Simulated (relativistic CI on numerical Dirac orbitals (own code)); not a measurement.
# Zr3+: resonant inelastic scattering at the L2,3 edge

Computed with this model: Dirac-Coulomb-Breit CI, orbitals from a KLI potential per configuration, model QED, Kramers-Heisenberg scattering through one core-hole configuration in a parametric crystal field, unscaled Slater integrals; configurations [Kr] 4d → [He] 2s2 2p5 3s2 3p6 3d10 4s2 4p6 4d2; 10 K; core-hole width 0.96 eV; summed over polarisations. Incident energies are the highest absorption maxima for each field (at most a few, so the weaker spin-orbit partner edge can be absent), on the computed scale of the free ion. Intensities are in per cent of the strongest line above 0.02 eV; levels within 1 cm⁻¹ are merged; final levels count from the ground level, the first row holds all elastic scattering, lines under 0.4 are left out and each table stops after 24 rows. The scale of the Slater integrals is a model choice and moves the terms in proportion.

Field parameters in Wybourne normalisation: Oh B⁴₀ = 21Dq, B⁴₄ = √(5/14) B⁴₀. The field is a parameter set, without covalency.

S is read from ⟨S²⟩ = S(S + 1).

Oh, 10Dq = 6000 cm⁻¹:

```tsv
Final level (eV)	Degeneracy	Irrep	S	2228.1 eV	2310.9 eV	2311.9 eV
0.000	4	Γ8	0.50	1082.4	120.4	164.5
0.089	2	Γ7	0.50	98.5	13.2	12.7
0.783	4	Γ8	0.50	100.0	17.1	27.6
```

Oh, 10Dq = 13500 cm⁻¹:

| Final level (eV) | Degeneracy | Irrep | S | 2225.7 eV | 2227.2 eV | 2228.6 eV |
| --- | --- | --- | --- | --- | --- | --- |
| 0.000 | 4 | Γ8 | 0.50 | 305.3 | 691.8 | 903.2 |
| 0.085 | 2 | Γ7 | 0.50 | 35.7 | 95.1 | 85.9 |
| 1.707 | 4 | Γ8 | 0.50 | 4.8 | 61.3 | 100.0 |

For the first field the strongest loss at the lowest incident energy is the level at 0.78 eV (S = 0.50, against 0.50 in the thermal ground state).
